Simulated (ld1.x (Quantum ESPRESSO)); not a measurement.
## calcium (Ca), PAW: configuration errors across variants

calcium (Ca), PAW, made with ld1.x (Quantum ESPRESSO) 7.5 (Wu–Cohen, scalar-relativistic). Core [Ne], reference 3s2 3p6 3d0 4s2 4p0. Waves: 3s (bound): rcut 1.70, rcutus 1.90 bohr; 4s (bound): rcut 1.70, rcutus 1.90 bohr; 3p (bound): rcut 1.75, rcutus 2.00 bohr; 4p (bound, empty): rcut 1.75, rcutus 2.00 bohr; 3d (bound, empty): rcut 1.55, rcutus 2.05 bohr; 3d channel at 0.25 Ry: rcut 1.55, rcutus 2.05 bohr. Local part: all-electron potential smoothed inside 1.55 bohr (lloc = -1). Core correction: Bessel-smoothed model core, default radius (core density twice the valence density). Augmentation charge: PSQ, inside the norm-conserving radii.

All-electron excitation energies from the reference (eV): (1) 3s2 3p6 3d0 4s1 4p0 6.295; (2) 3s2 3p6 3d0 4s0 4p0 17.923; (3) 3s2 3p6 3d0 4s1.5 4p0 2.503.

The default core radius of the base comes out at 0.61 bohr.

The overlap operator is not positive definite (basis up to 400 Ry) in “base”, “waves 3d (bound): rcut 1.55, rcutus 2.34 bohr; 3d channel at 0.25 Ry: rcut 1.55, rcutus 2.34 bohr”, “core correction Bessel-smoothed model core inside 2.22 bohr”. Such files are unfit for use, however small their errors in these radial tests.

4 further variants failed, have other tests or another functional or relativity, and are left out.

Errors AE − PS in meV (a dash: test not solved or not reliable):

```csv
change,(1),(2),(3),bound ghosts
base,+0.1,+2.4,0.0,not determined (overlap not positive)
"waves 3d (bound): rcut 1.55, rcutus 2.34 bohr; 3d channel at 0.25 Ry: rcut 1.55, rcutus 2.34 bohr",+0.1,+2.4,0.0,not determined (overlap not positive)
core correction Bessel-smoothed model core inside 2.22 bohr,+0.1,+2.4,0.0,not determined (overlap not positive)
```

(1) Give the same row for: waves 3p (bound): rcut 1.75, rcutus 2.84 bohr; 4p (bound): rcut 1.75, rcutus 2.84 bohr.

Results:

(1) -0.2, -0.6, -0.1; bound ghosts: none.
